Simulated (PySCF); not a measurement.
Input for PySCF: R-MP2/6-31G* on C2H4 (SMILES C=C) with ghost functions, monomers drawn apart or pushed together.

```python
from pyscf import gto, scf, dft, mp
from pyscf.data.elements import chemcore

mol = gto.M(
    atom='''
    C     0.51837406   -0.50382232    0.28773583
    C    -0.39772935    0.43655513    0.46909878
    H     0.85996145   -0.79038651   -0.69979840
    H     0.96667999   -1.02877161    1.12300992
    H    -0.73507478    0.71854131    1.45917579
    H    -0.84210873    0.95753336   -0.37098124
    ghost-C    0.51497348    0.84290099    6.08587604
    ghost-O   -0.84338617    0.56306196    5.82600524
    ghost-C   -1.15484712   -0.80427856    5.98197440
    ghost-H    1.17502554    0.29737668    5.39958369
    ghost-H    0.78650094    0.57868094    7.11608961
    ghost-H    0.66105512    1.91201662    5.94121398
    ghost-H   -0.57406669   -1.42901063    5.29154767
    ghost-H   -2.21406729   -0.92464715    5.76101343
    ghost-H   -0.96029704   -1.14306166    7.00776286
    ''',
    basis='6-31g*',
    cart=True,
    charge=0, spin=0, verbose=3, max_memory=1800)
mf = scf.RHF(mol)
mf.conv_tol = 1e-8
mf.max_cycle = 100
mf.kernel()
if not mf.converged:
    mf = mf.newton().run(mf.mo_coeff, mf.mo_occ)
pt = mp.MP2(mf, frozen=chemcore(mol)).run()
```

The log:

```
converged SCF energy = -78.0314443357635
E(RMP2) = -78.2848684946351  E_corr = -0.253424158871612
E(SCS-RMP2) = -78.2859918052754  E_corr = -0.254547469511912
```

The run converged.

Cost: roughly 1.0 core-seconds.
